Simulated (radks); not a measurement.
The numbers below are computed, except where a source is named.
All-electron atom: Hf+ in [Xe] 4f14 5d1 6s2 (the NIST ground configuration).

Level of theory: Dirac Kohn-Sham, exchange-only B88, spin-unpolarised, spherical densities, point nucleus; open shells are shared between the two j in proportion to 2j + 1 (a radial shooting solver on a logarithmic mesh with Libxc functionals).

Energy parts (eV):
| part | energy |
|---|---|
| total | -410743.56 |
| kinetic | 459686.82 |
| electron-nucleus | -1022583.94 |
| Hartree | 160493.43 |
| exchange | -8339.87 |

Orbitals (lengths in bohr, moments of r in powers of bohr; r(90%) holds 90 % of the orbital's charge):
orbital,occ.,eigenvalue (eV),<1/r>,r(90%)
1s1/2,2,-65216.25,83.85,0.0345
2s1/2,2,-11152.73,20.32,0.125
2p1/2,2,-10651.66,20.28,0.110
2p3/2,4,-9459.322,17.23,0.120
3s1/2,2,-2547.034,7.453,0.306
3p1/2,2,-2325.042,7.368,0.298
3p3/2,4,-2069.532,6.580,0.318
3d3/2,4,-1694.001,6.472,0.290
3d5/2,6,-1638.276,6.284,0.296
4s1/2,2,-519.3502,3.125,0.673
4p1/2,2,-428.4428,3.014,0.691
4p3/2,4,-369.9366,2.739,0.739
4d3/2,4,-220.6140,2.520,0.795
4d5/2,6,-209.9037,2.453,0.812
4f5/2,6,-25.7921,1.934,1.13
4f7/2,8,-24.0473,1.903,1.16
5s1/2,2,-74.9875,1.184,1.63
5p1/2,2,-49.2009,1.051,1.85
5p3/2,4,-41.3471,0.9549,2.01
5d3/2,0.4,-10.0855,0.6062,3.43
5d5/2,0.6,-9.5348,0.5844,3.55
6s1/2,2,-11.1091,0.4020,4.59

The highest occupied level is 5d5/2 at -9.535 eV. Summed over all electrons, <r^2> = 57.91 bohr^2, which gives a Langevin (diamagnetic) susceptibility term of -45.9 x 10^-6 cm^3/mol. For comparison, the ionisation energy in NIST's Atomic Spectra Database is 14.61 eV (theoretical). In exact Kohn-Sham theory the highest level is minus the ionisation energy, but local and semilocal functionals leave it too shallow, through self-interaction and a potential that decays too fast; potentials with the right tail come closer. The density falls to 0.001 e/bohr^3 at r = 4.61 bohr.

Beside tabulated values, note that spin-unpolarised runs miss the spin-polarisation part of the exchange energy of open shells.
